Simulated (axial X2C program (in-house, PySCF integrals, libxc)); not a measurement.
# Bond lengths and stretching modes, held linear, of ClTaCl

Computed with an axial X2C code built on PySCF integrals: two-component X2C with atomic mean-field Coulomb and Gaunt terms, Gaussian nuclei, basis Cl dyall-av3z, Ta dyall-v3z with contracted cores. Spin-free rows use the one-electron spin-free X2C Hamiltonian.

Masses Cl 34.969, Ta 180.948, Cl 34.969 u. States: 2c Ω = 3/2 (beyond evenly filled blocks: ω = 1/2, ω = -3/2, ω = 5/2); spin-free M_S = 3/2, Λ = 0 (beyond evenly filled blocks: σα, δ+α, δ-α).

HF, spin-free: energies above the lowest point

| r(Cl–Ta) (Å) | r(Ta–Cl) (Å) | E (meV) |
| --- | --- | --- |
| 2.2230 | 2.2230 | 246.31 |
| 2.2230 | 2.2800 | 146.62 |
| 2.2230 | 2.3370 | 109.46 |
| 2.2800 | 2.2230 | 146.62 |
| 2.2800 | 2.2800 | 54.37 |
| 2.2800 | 2.3370 | 24.05 |
| 2.2800 | 2.3940 | 42.86 |
| 2.3370 | 2.2230 | 109.46 |
| 2.3370 | 2.2800 | 24.05 |
| 2.3370 | 2.3370 | 0.00 |
| 2.3940 | 2.2800 | 42.86 |
| 2.3940 | 2.3940 | 54.48 |

**Question.** Fit a quadratic surface with cubic terms in each bond: where is the minimum, and what are the two stretching wavenumbers?

**Answer.** At HF, spin-free: bonds 2.335 and 2.335 Å; harmonic stretches 365.4 and 378.7 cm⁻¹; force constants 2.44, 2.44 and coupling 0.31 mdyn/Å.

The other levels and Hamiltonians give:

| Hamiltonian | level | r(Cl–Ta) (Å) | r(Ta–Cl) (Å) | lower stretch (cm⁻¹) | upper stretch (cm⁻¹) |
| --- | --- | --- | --- | --- | --- |
| 2c | PBE0 | 2.283 | 2.283 | 376.4 | 394.5 |
| 2c | HF | 2.335 | 2.335 | 364.6 | 378.4 |
| 2c | r2SCAN | 2.285 | 2.285 | 375.9 | 394.0 |
| 2c | MP2 | 2.280 | 2.280 | 383.7 | 403.9 |
| spin-free | PBE0 | 2.283 | 2.283 | 377.1 | 394.8 |
| spin-free | r2SCAN | 2.285 | 2.285 | 376.3 | 394.2 |
| spin-free | MP2 | 2.279 | 2.279 | 384.6 | 404.1 |

Each state is one determinant, the lowest of a limited PBE0 search; the stretches come from a fit to these few points and carry an uncertainty of a few per cent. Other orders of the atoms were not compared. MP2 freezes inner shells (threshold -2 hartree). The molecule was held linear; bending was not examined, so a bent shape may lie lower. Note: several unpaired electrons, one determinant need not be a pure state.
